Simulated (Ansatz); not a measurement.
Gas-phase electronic energies from Ansatz, PBE0-D4/def2-TZVP geometries. CBS: MP2 limit from def2 TZ/QZ plus the TZ coupled-cluster correction, frozen cores. Functionals use def2-TZVPP. For Zn outer-core shells are correlated without core-valence functions, which leaves a few kJ/mol of doubt a bond. Scalar relativity is left out up to krypton.

Reaction (formal exchange of groups at a C–Al bond): `C#[C][Al]([CH3])[F]` + `F[CH2][ZnH]` → `C[CH](F)[ZnH]` + `C#[C][AlH][F]`

**Question.** Is it downhill or uphill in electronic energy at CCSD(T)/CBS, and by how much? (An estimate is asked.)

**Answer.** The calculation gave: Uphill: ΔE = +0.42 eV.

**Question.** What do these levels give: r2SCAN-D4, ωB97M-V, B2PLYP, MP2/def2-TZVPP, SCS-MP2/def2-TZVPP, CCSD/def2-TZVPP, HF/def2-QZVPP, MP2/def2-QZVPP, SCS-MP2/def2-QZVPP, HF/CBS(def2), MP2/CBS(def2), CCSD/CBS(def2)? (An estimate is asked.)

**Answer.** Computed: r2SCAN-D4 0.44, ωB97M-V 0.44, B2PLYP 0.43, MP2/def2-TZVPP 0.43, SCS-MP2/def2-TZVPP 0.40, CCSD/def2-TZVPP 0.41, HF/def2-QZVPP 0.39, MP2/def2-QZVPP 0.43, SCS-MP2/def2-QZVPP 0.41, HF/CBS(def2) 0.39, MP2/CBS(def2) 0.44, CCSD/CBS(def2) 0.42 eV.

Largest T1 diagnostic among the species: 0.014.
